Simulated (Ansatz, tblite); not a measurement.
System: H3B, singlet: umbrella (inversion) coordinate, bond length relaxed. Scanned: angle between the B-H bonds and the threefold axis (90 = planar). Other coordinates (B-H bond length) were minimised at B3LYP/def2-TZVP. Each profile is relative to its own lowest point.

| a / ° | A | B | C |
|---|---|---|---|
| 90 | 0.000 | 0.000 | 0.000 |
| 92.36 | 0.008 | 0.016 | 0.015 |
| 96.61 | 0.061 | 0.122 | 0.114 |
| 98.60 | 0.104 | 0.207 | 0.193 |
| 101.60 | 0.193 | 0.377 | 0.351 |
| 104.74 | 0.317 | 0.609 | 0.566 |
| 107.59 | 0.459 | 0.869 | 0.806 |
| 111.35 | 0.696 | 1.283 | 1.189 |
| 113.54 | 0.862 | 1.563 | 1.446 |
| 116.55 | 1.129 | 1.993 | 1.842 |
| 119.40 | 1.429 | 2.452 | 2.262 |
| 122.78 | 1.852 | 3.061 | 2.819 |
| 126.14 | 2.361 | 3.741 | 3.436 |
| 128.41 | 2.762 | 4.244 | 3.891 |
| 132 | 3.513 | 5.115 | 4.672 |

Energies in eV.

Which curve belongs to which method? The methods are full CI/cc-pVDZ, frozen core (Ansatz, a first-principles code); tblite with GFN2-xTB, 300 K electronic temperature; RHF/cc-pVDZ in Ansatz.

A is GFN2-xTB; B is RHF/cc-pVDZ; C is FCI/cc-pVDZ.
